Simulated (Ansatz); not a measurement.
```yaml
crystal:
  periodic: [false, false, false]
  atoms:
    - {symbol: Cd, position_ang: [-1.310148, 0.051496, -0.555777]}
    - {symbol: Te, position_ang: [-0.915322, -0.351312, 2.125139]}
    - {symbol: Cd, position_ang: [1.310176, -0.051362, 0.555806]}
    - {symbol: Te, position_ang: [0.915294, 0.351188, -2.125178]}
basis:
  gaussian: {orbitals: def2-SVPD, final_grid: {core_spheres: 5, valence_spheres: 4, degree: 11}}
total_charge: 1
magnetization: {spin_polarized: true, initial_magnetization: 1}
hamiltonian: {xc: {name: wB97}}
multiplicity: 3
```

```sh
$ ansatz run in.yaml --threads 4 --pin off --events-out ev --progress --plain --max-ram 3916MiB
```

Output, abridged:

```
Error: YAML parse error: error: line 13 column 1: unknown field `multiplicity`, expected one of crystal, accuracy, basis, kpoints, hamiltonian, magnetization, projection, total_charge, correlation, batch, efield, external_charges, scf, relax, neb, saddle, md, ramp, phonons, dielectric, real_time, elastic, magnetic_configurations, gw, evaluate, workflow, output, checkpoint, execution
11 | magnetization: {spin_polarized: true, initial_magnetization: 1}
12 | hamiltonian: {xc: {name: wB97}}
13 | multiplicity: 3
```

In this input the input holds a key that doesn't belong there (the spin goes under magnetization). The program refused the input.
